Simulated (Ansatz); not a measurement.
C3H8BNO, SMILES C1B(NC)CO1.

Geometry: PBE0-D3(BJ)/def2-SVP. This is a generated structure with no PubChem entry under its InChIKey; it may be hypothetical. Other conformers were not sampled.

Two levels are set side by side: PBE/def2-SVPD (Ansatz, an electronic-structure program) and CAM-B3LYP/def2-SVPD (Ansatz). Energy differences of separate SCF runs at the same geometry; the states with an electron removed or added have multiplicity 2 and 2. Differences are taken from unrounded values.

```tsv
quantity	CAM-B3LYP
vertical ionisation energy (eV)	9.23
vertical singlet–triplet gap (eV)	6.10
```

What does PBE give, and how far is it from CAM-B3LYP? (An estimate is asked for; the answer gives what the named calculation found.)


| quantity | PBE | PBE minus CAM-B3LYP |
|---|---|---|
| vertical ionisation energy (eV) | 8.56 | -0.68 |
| vertical singlet–triplet gap (eV) | 5.17 | -0.93 |
